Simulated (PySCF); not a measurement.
AlAs2FH4, SMILES [Al]([AsH2])([F])[AsH2]. Atoms are numbered in the order given.

```xyz
8

Al     0.5869    -0.0964     0.3049
As    -1.2772    -1.3767     1.1058
H     -0.4611    -2.6552     1.0011
H     -1.8204    -1.4980    -0.3102
As     0.5447     1.4998    -1.4857
H      1.1765     2.5480    -0.5835
H     -0.8745     1.9038    -1.1153
F      2.0581    -0.3452     1.0646
```

Geometry optimised at ωB97X-D3(BJ)/def2-SVP. The structure was generated by enumeration; whether it is a known compound was not checked.

Method: KT2/pcSseg-1 in PySCF.

GIAO shieldings, no solvent; atoms listed in one row are averaged. δ = σ(ref) − σ: ⁷⁵As against AsH3 (σ = 1919.7 ppm); ¹H against TMS (σ = 31.47 ppm); ¹⁹F against CFCl3 (σ = 127.1 ppm), references at their B3LYP-D3(BJ)/def2-TZVP geometries, non-relativistic.

| nucleus | atoms | count | δ (ppm) |
|---|---|---|---|
| ⁷⁵As | As2, As5 | 2 | -54.0 |
| ¹H | H3 | 1 | 2.02 |
| ¹H | H6 | 1 | 2.01 |
| ¹H | H7, H4 | 2 | 1.52 |
| ¹⁹F | F8 | 1 | -103.3 |
